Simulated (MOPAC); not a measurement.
MOPAC input (AM1):

```
AM1 FORCE THERMO(298,298) PRECISE LET UHF MS=0.5 GEO-OK AUX(PRECISION=9) THREADS=1
H4BOSi

O     1.78141822 1   -0.46763712 1    0.23462156 1
B     0.75502171 1    0.28701215 1   -0.04889625 1
Si   -1.11911449 1    0.12445371 1   -0.09563960 1
H     2.58580928 1    0.05265239 1    0.11693646 1
H    -1.65397197 1   -1.18637233 1    0.27764232 1
H    -1.51547664 1    0.44217921 1   -1.46921654 1
H    -1.63339328 1    1.14291986 1    0.82262594 1
```

From the output:

```
     H    7   2.917662

          HEAT OF FORMATION =     -33.719741 KCALS/MOLE

          ZERO POINT ENERGY      24.524 KCAL/MOL

           NORMAL COORDINATE ANALYSIS (Total motion = 1 Angstrom)

   Root No.       1         2         3         4         5         6         7         8

                 1 A"      1 A'      2 A"      2 A'      3 A"      3 A'      4 A'      5 A'

                  63.4     178.6     331.6     404.6     490.2     534.7     712.1     801.9

           1    0.0000    0.0674    0.0000    0.0544   -0.0000    0.0296   -0.0007   -0.0014
           2   -0.0000    0.0887   -0.0000    0.0126    0.0000   -0.0008   -0.0001    0.0006
           3   -0.0689    0.0000   -0.0094   -0.0000   -0.0127    0.0000   -0.0000   -0.0000
           4   -0.0000    0.0624    0.0000    0.0413    0.0000    0.0162   -0.0025    0.0002
           5    0.0000   -0.1073   -0.0000    0.0249   -0.0000    0.1524    0.0041    0.0034
           6    0.1246    0.0000   -0.0077    0.0000   -0.0668   -0.0000    0.0000    0.0000
           7    0.0000   -0.0488   -0.0000   -0.0525   -0.0000   -0.0223   -0.0254   -0.0105
           8   -0.0000   -0.0199    0.0000   -0.0057    0.0000   -0.0564   -0.0195    0.0162
           9   -0.0083   -0.0000   -0.0144   -0.0000    0.0286    0.0000    0.0000   -0.0000
          10   -0.0000   -0.0946   -0.0000    0.0602   -0.0000    0.2665    0.0202    0.0153
          11    0.0000    0.1434    0.0000    0.0090    0.0000   -0.0893   -0.0087   -0.0055
          12    0.1153   -0.0000    0.3490    0.0000    0.3557    0.0000    0.0000    0.0000
          13   -0.0000   -0.2842   -0.0000    0.3040    0.0000   -0.2784    0.2785   -0.1787
          14    0.0000   -0.0888    0.0000    0.0962   -0.0000   -0.1269    0.0809   -0.0495
          15    0.1746    0.0000    0.1216    0.0000   -0.1039   -0.0000   -0.0000   -0.0000
          16   -0.1810   -0.0007    0.1871   -0.1034   -0.1708   -0.0057    0.2233    0.2380
          17    0.0965    0.1211    0.1422   -0.2072   -0.1154    0.0827    0.2135   -0.2212
          18   -0.1500    0.0003    0.0820    0.0072   -0.0653   -0.0174    0.1018    0.2103
          19    0.1810   -0.0007   -0.1871   -0.1034    0.1708   -0.0057    0.2233    0.2380
          20   -0.0965    0.1211   -0.1422   -0.2072    0.1154    0.0827    0.2135   -0.2212
          21   -0.1500   -0.0003    0.0820   -0.0072   -0.0653    0.0174   -0.1018   -0.2103

   Root No.       9        10        11        12        13        14        15

                 4 A"      6 A'      7 A'      8 A'      5 A"      9 A'     10 A'

                 809.7    1054.4    1590.5    2240.2    2244.7    2251.2    3446.6

           1   -0.0000   -0.0489   -0.2734   -0.0003   -0.0000   -0.0001   -0.0175
           2    0.0000    0.0565   -0.0089    0.0002    0.0000    0.0000   -0.0525
           3   -0.0000   -0.0000   -0.0000    0.0000   -0.0001   -0.0000    0.0000
           4   -0.0000   -0.0027    0.4651    0.0010   -0.0000    0.0008   -0.0057
           5   -0.0000   -0.0888    0.0460   -0.0009    0.0000    0.0002   -0.0033
           6   -0.0063   -0.0000    0.0000   -0.0000   -0.0010    0.0000    0.0000
           7    0.0000    0.0040   -0.0158    0.0131    0.0000    0.0107   -0.0002
           8   -0.0000    0.0109   -0.0125   -0.0214   -0.0000    0.0034   -0.0001
           9   -0.0175   -0.0000   -0.0000    0.0000   -0.0267   -0.0000   -0.0000
          10   -0.0000    0.6891   -0.2004    0.0009   -0.0000   -0.0001    0.3437
          11    0.0000   -0.2371    0.0181   -0.0004    0.0000   -0.0001    0.8714
          12    0.0088    0.0000   -0.0000   -0.0000    0.0011    0.0000   -0.0000
          13   -0.0000    0.0408    0.0091   -0.1661    0.0000    0.0810    0.0005
          14    0.0000    0.0183   -0.0092    0.5518   -0.0000   -0.2414    0.0002
          15    0.4269    0.0000    0.0000   -0.0000   -0.0167   -0.0000   -0.0000
          16    0.0066   -0.0181   -0.0080   -0.1019   -0.2645   -0.1927   -0.0002
          17   -0.2634   -0.0155   -0.0069    0.0249    0.0930    0.0718    0.0001
          18    0.0602   -0.0094   -0.0065    0.1679    0.3862    0.3034    0.0001
          19   -0.0066   -0.0181   -0.0080   -0.1019    0.2645   -0.1927   -0.0002
          20    0.2634   -0.0155   -0.0069    0.0249   -0.0930    0.0718    0.0001
          21    0.0602    0.0094    0.0065   -0.1680    0.3862   -0.3034   -0.0001

           MASS-WEIGHTED COORDINATE ANALYSIS (NORMAL COORDINATES)

   Root No.       1         2         3         4         5         6         7         8

                 1 A"      1 A'      2 A"      2 A'      3 A"      3 A'      4 A'      5 A'

                  63.4     178.6     331.6     404.6     490.2     534.7     712.1     801.9

           1    0.0000    0.3503    0.0000    0.3588   -0.0000    0.1584   -0.0047   -0.0095
           2   -0.0000    0.4614   -0.0000    0.0829    0.0000   -0.0042   -0.0004    0.0039
           3   -0.4254    0.0000   -0.0727   -0.0000   -0.0915    0.0000   -0.0000   -0.0000
           4   -0.0000    0.2668    0.0000    0.2240    0.0000    0.0714   -0.0146    0.0013
           5    0.0000   -0.4586   -0.0000    0.1352   -0.0000    0.6699    0.0238    0.0191
           6    0.6320    0.0000   -0.0488    0.0000   -0.3967   -0.0000    0.0000    0.0000
           7    0.0000   -0.3359   -0.0000   -0.4591   -0.0000   -0.1579   -0.2350   -0.0945
           8   -0.0000   -0.1371    0.0000   -0.0495    0.0000   -0.3995   -0.1803    0.1457
           9   -0.0681   -0.0000   -0.1470   -0.0000    0.2736    0.0000    0.0000   -0.0000
          10   -0.0000   -0.1235   -0.0000    0.0996   -0.0000    0.3575    0.0355    0.0260
          11    0.0000    0.1872    0.0000    0.0148    0.0000   -0.1198   -0.0152   -0.0094
          12    0.1787   -0.0000    0.6737    0.0000    0.6452    0.0000    0.0000    0.0000
          13   -0.0000   -0.3709   -0.0000    0.5032    0.0000   -0.3735    0.4885   -0.3043
          14    0.0000   -0.1159    0.0000    0.1592   -0.0000   -0.1703    0.1419   -0.0843
          15    0.2705    0.0000    0.2348    0.0000   -0.1884   -0.0000   -0.0000   -0.0000
          16   -0.2803   -0.0009    0.3611   -0.1712   -0.3098   -0.0077    0.3917    0.4053
          17    0.1495    0.1580    0.2746   -0.3429   -0.2094    0.1110    0.3746   -0.3767
          18   -0.2324    0.0004    0.1583    0.0119   -0.1184   -0.0233    0.1785    0.3581
          19    0.2803   -0.0009   -0.3611   -0.1712    0.3098   -0.0077    0.3917    0.4053
          20   -0.1495    0.1580   -0.2746   -0.3429    0.2094    0.1110    0.3746   -0.3767
          21   -0.2324   -0.0004    0.1583   -0.0119   -0.1184    0.0233   -0.1785   -0.3581

   Root No.       9        10        11        12        13        14        15

                 4 A"      6 A'      7 A'      8 A'      5 A"      9 A'     10 A'

                 809.7    1054.4    1590.5    2240.2    2244.7    2251.2    3446.6

           1   -0.0000   -0.2311   -0.5755   -0.0021   -0.0000   -0.0010   -0.0723
           2    0.0000    0.2670   -0.0187    0.0012    0.0000    0.0001   -0.2173
           3   -0.0001   -0.0000   -0.0000    0.0000   -0.0005   -0.0000    0.0000
           4   -0.0000   -0.0105    0.8047    0.0050   -0.0000    0.0046   -0.0195
           5   -0.0000   -0.3448    0.0796   -0.0043    0.0000    0.0012   -0.0112
           6   -0.0353   -0.0000    0.0000   -0.0000   -0.0046    0.0000    0.0000
           7    0.0000    0.0252   -0.0441    0.1054    0.0000    0.0972   -0.0011
           8   -0.0000    0.0684   -0.0348   -0.1723   -0.0000    0.0311   -0.0007
           9   -0.1594   -0.0000   -0.0000    0.0000   -0.2046   -0.0000   -0.0000
          10   -0.0000    0.8169   -0.1059    0.0014   -0.0000   -0.0002    0.3571
          11    0.0000   -0.2811    0.0095   -0.0005    0.0000   -0.0001    0.9053
          12    0.0152    0.0000   -0.0000   -0.0000    0.0016    0.0000   -0.0000
          13   -0.0000    0.0483    0.0048   -0.2539    0.0000    0.1396    0.0006
          14    0.0000    0.0217   -0.0048    0.8434   -0.0000   -0.4157    0.0002
          15    0.7350    0.0000    0.0000   -0.0000   -0.0243   -0.0000   -0.0000
          16    0.0114   -0.0215   -0.0042   -0.1558   -0.3835   -0.3319   -0.0002
          17   -0.4534   -0.0184   -0.0036    0.0381    0.1348    0.1237    0.0001
          18    0.1036   -0.0112   -0.0034    0.2567    0.5599    0.5227    0.0001
          19   -0.0114   -0.0215   -0.0042   -0.1558    0.3835   -0.3319   -0.0002
          20    0.4534   -0.0184   -0.0036    0.0381   -0.1348    0.1237    0.0001
          21    0.1036    0.0112    0.0034   -0.2567    0.5599   -0.5226   -0.0001

          DESCRIPTION OF VIBRATIONS

 VIBRATION          1    1A"         ATOM PAIR     ENERGY CONTRIBUTION    RADIAL
 FREQUENCY            63.43         Si3 -- H 7         +30.3% (367.4%)      1.6%
 TRANSITION DIPOLE   0.2602         Si3 -- H 6         +30.3% (367.4%)      1.6%
 TRAVEL (Ang.)       0.6792         Si3 -- H 5         +17.2% (277.0%)      0.0%
 REDUCED MASS        2.3045         B 2 -- Si3         +10.6% (216.8%)      0.0%
 EFFECTIVE MASS     27.1286
 FORCE CONSTANT      0.0055

 VIBRATION          2    1A'         ATOM PAIR     ENERGY CONTRIBUTION    RADIAL
 FREQUENCY           178.65         O 1 -- B 2         +41.0% (288.6%)      0.8%
 TRANSITION DIPOLE   0.2629         B 2 -- Si3         +23.1% (216.7%)     11.2%
 TRAVEL (Ang.)       0.3450         O 1 -- H 4         +18.4% (193.1%)     56.2%
 REDUCED MASS        3.1719         Si3 -- H 5          +7.9% (126.6%)     54.8%
 EFFECTIVE MASS     83.7556
 FORCE CONSTANT      0.0596

 VIBRATION          3    2A"         ATOM PAIR     ENERGY CONTRIBUTION    RADIAL
 FREQUENCY           331.55         Si3 -- H 6         +29.1% ( 82.0%)      3.7%
 TRANSITION DIPOLE   0.4166         Si3 -- H 7         +29.1% ( 82.0%)      3.7%
 TRAVEL (Ang.)       0.7830         O 1 -- H 4         +27.7% ( 79.9%)      0.0%
 REDUCED MASS        0.3317         Si3 -- H 5         +12.0% ( 52.7%)      0.0%
 EFFECTIVE MASS      2.1162
 FORCE CONSTANT      0.0215

 VIBRATION          4    2A'         ATOM PAIR     ENERGY CONTRIBUTION    RADIAL
 FREQUENCY           404.64         B 2 -- Si3         +26.9% (102.1%)     79.0%
```
